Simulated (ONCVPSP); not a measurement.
aluminium ONCV: all-electron and pseudo phase curves

```
Element                 : aluminium
Generator               : ONCVPSP 4.0.1
Type                    : optimised norm-conserving Vanderbilt (ONCV)
Functional              : PBE
Relativity              : scalar-relativistic
Frozen core             : [Ne]
Valence charge          : 3
Reference configuration : 3s2 (charge +1)
Partial waves           : 3s: rc 2.00 bohr, ncon 4, nbas 7, qcut 3.9 1/bohr, 3 projectors, debl 1.1 Ha; p scattering state at 0.3 Ha: rc 2.15 bohr, ncon 4, nbas 9, qcut 4.6 1/bohr, 2 projectors, debl 3 Ha; d scattering state at 0.36 Ha: rc 1.75 bohr, ncon 5, nbas 9, qcut 6.3 1/bohr, 2 projectors, debl 3.6 Ha
Local potential         : polynomial inside 1.20 bohr (lpopt 4, dvloc0 -1 Ha)
Core correction         : Teter function, fcfact 2, rcfact 1.35
```

In the p channel the program set the typed energies aside and used 0.050, 3.050 Ha.

The phase is arctan(r·R′/R) of the radial function R(r), unwrapped; energies in Ha, scanned from -2 to 5 Ha. A pole is an energy at which the radial function vanishes at the test radius. The pseudo phase is shifted by a multiple of π to meet the all-electron one at the reference energy, and phase errors are pseudo minus all-electron; the curves can meet again beyond the range given. Levels narrower than the energy grid can be missing from the lists of poles.

```json
{"channel": "s", "radius (bohr)": "2.03", "reference energy (Ha)": "-0.54", "poles, all-electron": "1.09", "poles, pseudo": "1.09", "unbroken range about the reference energy with phases within 0.05 rad": "the whole range", "phase error 1 Ha above the reference energy (rad)": "+0.000"}
{"channel": "p", "radius (bohr)": "2.18", "reference energy (Ha)": "0.05", "poles, all-electron": "1.13", "poles, pseudo": "1.12", "unbroken range about the reference energy with phases within 0.05 rad": "the whole range", "phase error 1 Ha above the reference energy (rad)": "-0.001"}
{"channel": "d", "radius (bohr)": "1.77", "reference energy (Ha)": "0.36", "poles, all-electron": "2.34", "poles, pseudo": "2.34", "unbroken range about the reference energy with phases within 0.05 rad": "the whole range", "phase error 1 Ha above the reference energy (rad)": "+0.000"}
```

Note: ghosts flagged at negative energy: s at -94.9 eV; no localised positive-energy state flagged. A true bound ghost makes a file unfit for plane-wave use.

Phases in the p channel:

| E (Ha) | all-electron | pseudo |
| --- | --- | --- |
| -1.98 | 1.202 | 1.193 |
| -1.80 | 1.165 | 1.157 |
| -1.62 | 1.119 | 1.111 |
| -1.44 | 1.058 | 1.050 |
| -1.26 | 0.974 | 0.966 |
| -1.08 | 0.852 | 0.842 |
| -0.90 | 0.661 | 0.651 |
| -0.72 | 0.358 | 0.347 |
| -0.54 | -0.085 | -0.093 |
| -0.36 | -0.553 | -0.556 |
| -0.18 | -0.896 | -0.897 |
| 0.00 | -1.113 | -1.113 |
| 0.18 | -1.253 | -1.253 |
| 0.36 | -1.349 | -1.350 |
| 0.54 | -1.420 | -1.420 |
| 0.72 | -1.475 | -1.476 |
| 0.90 | -1.520 | -1.522 |
| 1.08 | -1.560 | -1.562 |
| 1.26 | -1.597 | -1.598 |
| 1.44 | -1.632 | -1.634 |
| 1.62 | -1.669 | -1.671 |
| 1.80 | -1.708 | -1.710 |
| 1.98 | -1.754 | -1.757 |
| 2.16 | -1.811 | -1.814 |
| 2.34 | -1.888 | -1.891 |
| 2.52 | -2.003 | -2.006 |
| 2.70 | -2.194 | -2.196 |
| 2.88 | -2.553 | -2.554 |
| 3.06 | -3.172 | -3.172 |
| 3.24 | -3.768 | -3.770 |
| 3.42 | -4.102 | -4.106 |
| 3.60 | -4.280 | -4.285 |
| 3.78 | -4.386 | -4.392 |
| 3.96 | -4.455 | -4.463 |
| 4.14 | -4.505 | -4.513 |
| 4.32 | -4.543 | -4.552 |
| 4.50 | -4.572 | -4.583 |
| 4.68 | -4.597 | -4.609 |
| 4.86 | -4.617 | -4.632 |
